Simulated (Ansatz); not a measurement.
A nudged elastic band was laid between two geometries of C4H9FSn (15 atoms, charge 0, multiplicity 1).

Theory: RKS PBE0-D4/def2-SVP in Ansatz 0.2.0.

```yaml
movable_images: 9
climbing_image: yes
spring: 5.0 eV/Å²
optimiser: quadratic models (default)
start_path: through a guess of the saddle point
force_threshold: 0.05 eV/Å
iteration_limit: 27
end_points: relaxed
```

Image 0:

```xyz
15
Properties=species:S:1:pos:R:3
C 1.481 -0.677 -1.149
C 0.649 -0.132 -0.255
Sn 0.675 -0.829 1.777
C -0.291 0.979 -0.633
C -1.752 0.629 -0.433
F -0.113 1.332 -1.958
H 2.174 -1.482 -0.886
H 1.495 -0.324 -2.186
H 0.843 0.502 2.846
H 2.007 -1.891 1.930
H -0.779 -1.654 2.164
H -0.040 1.874 -0.031
H -2.009 -0.266 -1.019
H -2.387 1.464 -0.763
H -1.974 0.425 0.625
```

Image 10:

```xyz
15
Properties=species:S:1:pos:R:3
C 1.231 -0.975 -1.224
C 0.591 -0.257 -0.295
Sn 0.666 -0.876 1.761
C -0.162 0.995 -0.652
C -1.643 0.920 -0.335
F -0.027 1.272 -1.999
H 1.787 -1.885 -0.977
H 1.220 -0.666 -2.274
H -0.872 -1.407 2.302
H 1.161 0.438 2.747
H 1.794 -2.159 1.858
H 0.289 1.846 -0.108
H -2.099 0.070 -0.865
H -2.142 1.846 -0.652
H -1.816 0.788 0.744
```

Which bonds break or form, and what moves?

No bond is made or broken. The dihedral C4–C2–Sn3–H11 goes from 69 to -171°. The two ends are copies of one structure, up to a mirror image or an exchange of like atoms.

Give the energies along the band, and the barrier.

The forces met the threshold. The highest image is number 4 of 0 to 10, 0.9 kcal/mol above the ends, which have the same energy within 2 meV. A vibrational analysis at the climbing image gives one clearly imaginary mode, 82i cm⁻¹: a first-order saddle point.

```csv
image,path coordinate (Å),energy (kcal/mol),dihedral C4–C2–Sn3–H11 (°)
0,0.00,0.0,69
1,0.61,0.1,82
2,1.23,0.4,96
3,1.84,0.7,111
4,2.45,0.9,125
5,2.95,0.9,137
6,3.44,0.7,148
7,3.94,0.4,159
8,4.43,0.2,170
9,4.92,0.1,-180
10,5.42,0.0,-171
```

What is the geometry of the highest image?


```xyz
15
Properties=species:S:1:pos:R:3
C 1.301 -0.877 -1.196
C 0.613 -0.203 -0.271
Sn 0.733 -0.801 1.795
C -0.233 0.987 -0.637
C -1.715 0.759 -0.411
F -0.050 1.315 -1.967
H 1.916 -1.749 -0.953
H 1.274 -0.567 -2.246
H -0.324 0.158 2.747
H 2.337 -0.591 2.357
H 0.294 -2.450 1.936
H 0.101 1.862 -0.047
H -2.053 -0.108 -0.998
H -2.284 1.645 -0.728
H -1.933 0.571 0.650
```

The run took 18 min on 2 threads of Arm Neoverse V1 (shared host), peak memory 0.44 GiB.
